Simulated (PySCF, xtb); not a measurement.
B(F)(Br)(Et) (C₂H₅BBrF), SMILES CCB(F)Br.

GFN2-xTB run with xtb at its own geometry gives an orbital gap of 4.39 eV and a dipole moment of 3.96 D.

Geometry optimised at PBE-D3(BJ)/def2-SVP. The structure was generated by enumeration, and PubChem lists no compound with its InChIKey, so it may never have been made. Other conformers were not sampled.

Task: What does PBE/def2-TZVP (PySCF) give? (An estimate is asked for; the answer gives what the named calculation found.)

Result: gap 5.43 eV (levels -7.13 and -1.70 eV), dipole 1.68 D.
